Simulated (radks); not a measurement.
Q: Radial electron density D(r) = 4 pi r^2 rho(r) of an atom or ion with 65 electrons. All-electron calculation, Dirac Kohn-Sham, BLYP, spin-unpolarised, spherical densities, finite nucleus; Fermi nuclear charge, rms radius of each element as measured or else 0.836 A^(1/3) + 0.57 fm. Program: a radial shooting solver on a logarithmic mesh with Libxc functionals.

r (bohr)  D(r) (e/bohr)
0.001065          4.945
0.001467          8.249
0.002021          13.49
0.002783          21.46
0.003832          32.88
0.005235          47.47
0.007209          64.62
0.009928          80.27
0.01367           88.75
0.01883           86.58
0.02593           79.45
0.03571           82.74
0.04917           102.6
0.06772           115.1
0.09326           98.58
0.1274            87.41
0.1755            101.6
0.2416            82.18
0.3327            45.62
0.4582            50.66
0.631             43.71
0.869             21.27
1.197             12.30
1.648             7.232
2.27              2.690
3.126            0.8008
4.27             0.3395
5.88             0.1698
8.098           0.06814
11.15           0.01785
15.36          0.002564

What is the nuclear charge?

A: Z = 65. The innermost maximum, from 1s, lies near gamma/Z bohr with gamma = sqrt(1 - (Z/c)^2) = 0.880, here 0.0135 bohr (found: 0.0149), and its height grows with Z. The density is that of neutral terbium in [Xe] 4f9 5d2; the configuration itself is not fixed sharply by these data, and Z only to a few units. D(r) has 4 maxima, at r = 0.0149, 0.0661, 0.184, 0.504 bohr, and minima at 0.0288, 0.121, 0.363 bohr, inside which lie 2.01, 11.19, 29.46 electrons.
